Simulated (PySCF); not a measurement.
Isomers of C6H10ClFO2, mass 168.035 u with the commonest isotopes. Method: PBE0/pcSseg-1 in PySCF (dipole) on a GFN2-xTB geometry, gas phase. One conformer each, none proved a minimum here; rigid rotors.

Question: Order these by out-of-plane moment Σ m c² = (Ia + Ib − Ic)/2, smallest first.
A. `[CH3:1][CH2:2][C@:3]([CH2:4][F:5])([O:6][CH3:7])[C:8](=[O:9])[Cl:10]` with C1–C2–C3–C4 -64°, C2–C3–C4–F5 -39°, C2–C3–O6–C7 57°, C2–C3–C8–O9 -105°
B. `[CH3:1][O:2][C@@H:3]([CH3:4])[C@@:5]([CH3:6])([F:7])[C:8](=[O:9])[Cl:10]` with C1–O2–C3–C4 158°, O2–C3–C5–C6 -45°, C3–C5–C8–O9 103°
C. `[CH3:1][O:2][C@@:3]([CH3:4])([C:5](=[O:6])[Cl:7])[C@H:8]([CH3:9])[F:10]` with C1–O2–C3–C4 -179°, O2–C3–C5–O6 155°, O2–C3–C8–C9 53°

Answer: A (125.00 u·Å²), B (135.53 u·Å²), C (136.05 u·Å²).

Question: Order these by rotational constant B, largest first.
A. `[CH3:1][CH2:2][C@:3]([CH2:4][F:5])([O:6][CH3:7])[C:8](=[O:9])[Cl:10]` with C1–C2–C3–C4 -64°, C2–C3–C4–F5 -39°, C2–C3–O6–C7 57°, C2–C3–C8–O9 -105°
B. `[CH3:1][O:2][C@@H:3]([CH3:4])[C@@:5]([CH3:6])([F:7])[C:8](=[O:9])[Cl:10]` with C1–O2–C3–C4 158°, O2–C3–C5–C6 -45°, C3–C5–C8–O9 103°
C. `[CH3:1][O:2][C@@:3]([CH3:4])([C:5](=[O:6])[Cl:7])[C@H:8]([CH3:9])[F:10]` with C1–O2–C3–C4 -179°, O2–C3–C5–O6 155°, O2–C3–C8–C9 53°

Answer: A (911.6 MHz), C (883.0 MHz), B (815.2 MHz).

Question: Order these by dipole moment, largest first.
A. `[CH3:1][CH2:2][C@:3]([CH2:4][F:5])([O:6][CH3:7])[C:8](=[O:9])[Cl:10]` with C1–C2–C3–C4 -64°, C2–C3–C4–F5 -39°, C2–C3–O6–C7 57°, C2–C3–C8–O9 -105°
B. `[CH3:1][O:2][C@@:3]([CH3:4])([C:5](=[O:6])[Cl:7])[C@H:8]([CH3:9])[F:10]` with C1–O2–C3–C4 -179°, O2–C3–C5–O6 155°, O2–C3–C8–C9 53°
C. `[CH3:1][O:2][C@@H:3]([CH3:4])[C@@:5]([CH3:6])([F:7])[C:8](=[O:9])[Cl:10]` with C1–O2–C3–C4 158°, O2–C3–C5–C6 -45°, C3–C5–C8–O9 103°

Answer: B (3.04 D), A (2.42 D), C (2.21 D).

```tsv
SMILES	point group	Ia (u·Å²)	Ib (u·Å²)	Ic (u·Å²)	κ	μa (D)	μb (D)	μc (D)
CO[C@@H](C)[C@@](C)(F)C(=O)Cl	C1	305.05	619.94	653.93	-0.90	2.16	0.29	0.33
CC[C@](CF)(OC)C(=O)Cl	C1	349.17	554.39	653.55	-0.59	1.79	0.78	1.43
CO[C@@](C)(C(=O)Cl)[C@H](C)F	C1	305.70	572.33	605.92	-0.88	2.17	1.10	1.82
```
